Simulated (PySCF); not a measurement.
# How methods differ on the excitation energy of Ni⁺

Ni⁺ [Ar] 3d9 (2D) → Ni⁺ [Ar] 3d8 4p1 (high-spin determinant), as a difference of total energies. All numbers are calculated (PySCF 2.14, the spin-free X2C one-electron Hamiltonian (Gaussian nucleus), in ANO-RCC-VTZP). Correlated levels: valence: [Ar] frozen; valence and next inner shell: [Ne] frozen. The calculations carry no spin-orbit coupling.

```csv
method,excitation energy (eV)
UHF,4.158
LDA,7.380
PBE,6.793
PBE0,6.327
r2SCAN,5.986
HSE06,6.303
wB97M-V,6.611
CAM-B3LYP,6.646
MP2 (valence),7.008
SCS-MP2 (valence),6.818
MP2 (valence and next inner shell),7.679
SCS-MP2 (valence and next inner shell),7.299
```

How much does correlation contribute at MP2 (valence and next inner shell)?

7.679 − (4.158) = 3.521 eV, measured against UHF.

A first-order spin-orbit estimate (lowest level to lowest level, LS coupling) adds -0.026 eV.

The basis was made for the ground configuration and has no added diffuse functions, so the excitation energy can come out too high.

The determinant of the upper state mixes LS terms, which raises its energy above the lowest term, most at the Hartree-Fock and MP2 levels.
